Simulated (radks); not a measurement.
Problem. These are the eigenvalues of the occupied orbitals of an atom or ion with whole-number occupations (hartree). Calculated with a radial shooting solver on a logarithmic mesh with Libxc functionals: Dirac Kohn-Sham, BLYP, spin-unpolarised, spherical densities, point nucleus.

1s1/2: -1535.896
2s1/2: -247.2338
2p1/2: -233.6856
2p3/2: -215.9552
3s1/2: -53.55554
3p1/2: -47.79437
3p3/2: -44.28209
3d3/2: -34.22881
3d5/2: -33.47162
4s1/2: -10.87621
4p1/2: -8.72158
4p3/2: -7.96528
4d3/2: -4.42852
4d5/2: -4.29590
5s1/2: -1.70183
5p1/2: -1.11451
5p3/2: -1.00486
4f5/2: -0.33412
6s1/2: -0.23866
7s1/2: -0.04155

Which element is it, and in what charge state? The configuration may be excited. Open shells, if any, fill j = l - 1/2 first.

Solution. Z = 59, praseodymium, charge 0: Pr in [Kr] 4d10 4f3 5s1 5p6 6s2 7s1. The list shows which subshells hold electrons but not how many an open one holds; the 1s level, -1535.9 hartree, gives Z - s = 55.4 by -(Z - s)^2/2, which with screening and relativity narrows Z to a few neighbours, and the depths of the outer levels then fix element, charge and occupations together.
